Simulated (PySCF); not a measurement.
A GIAO shielding run with PySCF 2.14 (density fitting, non-relativistic, gas phase) on `[SiH2]1[SiH2][SiH2]C(=O)[C@H]1C1CC1`, C5H12OSi3:

```
$ OMP_NUM_THREADS=1 python probes_run.py task.json out

{"job": {"kind": "nmr", "xc": "PBE0", "basis": "pcSseg-1"}, "charge": 0, "multiplicity": 1}
O     -0.934710     0.657185    -2.569431
C     -0.794205     0.501090    -1.372842
Si    -2.201524     1.006050    -0.146608
Si    -2.290890    -1.090201     0.873133
Si    -0.396393    -1.959861    -0.178227
C      0.349035    -0.283639    -0.800050
C      1.006752     0.424564     0.358661
C      2.019505     1.501106     0.100621
C      2.454536     0.176169     0.652844
H     -3.326026     1.489636    -0.943533
H     -1.740557     2.119657     0.689514
H     -2.195633    -1.061818     2.340892
H     -3.505158    -1.878498     0.624167
H     -0.641975    -2.805988    -1.350650
H      0.669712    -2.617205     0.586053
H      1.085624    -0.458909    -1.589065
H      0.358081     0.570381     1.217189
H      2.038803     2.363283     0.750377
H      2.264370     1.727527    -0.926115
H      2.997371    -0.490821    -0.000071
H      2.774361     0.127235     1.682668
```

Hardware: 1 thread of an Arm Neoverse V1, shared host. The job also computes population analyses, field gradients, ring-centre shieldings.

Problem. How large is the calculation?

Solution. 92 electrons, 234 basis functions and 1283 auxiliary functions.

Problem. How long does it take, and how much memory does it need?

Solution. 57 s of wall time, with 15 SCF cycles and 5 response iterations; peak memory 1.1 GiB. Times on a shared host scatter by some tens of per cent.
